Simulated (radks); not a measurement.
The antimony anion Sb3-, [Xe], held by a Watson sphere: a shell of charge +3 at radius R that stands for the Madelung well of a crystal (potential energy -3/R inside, -3/r outside, in hartree with lengths in bohr). Calculated with a radial shooting solver on a logarithmic mesh with Libxc functionals: scalar-relativistic Kohn-Sham, PBEsol, spin-unpolarised, spherical densities, point nucleus. Response by self-consistent Sternheimer equations with the Hartree and adiabatic LDA kernel, the relativistic mass of each level held fixed and spin-orbit coupling left out. The sphere does not respond.

R (bohr)  e(4d) (eV)  e(5s) (eV)  e(5p) (eV)  <r> 5p (bohr)  sum of <r^2> (bohr^2)  X-ray form factor at sin(theta)/lambda = 0.2 1/angstrom  alpha (bohr^3)
2.58         -32.947     -14.818      -6.991          2.782                  85.98                                                   40.914           49.97
2.86         -32.222     -14.000      -6.557          2.893                  90.87                                                   40.819           58.87
3.15         -31.708     -13.249      -6.096          3.009                  96.14                                                   40.759           70.21
3.69         -31.084     -12.098      -5.271          3.222                  106.3                                                   40.723           98.09
3.91         -30.897     -11.714      -4.960          3.307                  110.6                                                   40.728           112.4
4.87         -30.300     -10.483      -3.814          3.665                  130.1                                                   40.801           201.4
5.29         -30.112     -10.122      -3.419          3.816                  139.3                                                   40.835           257.6
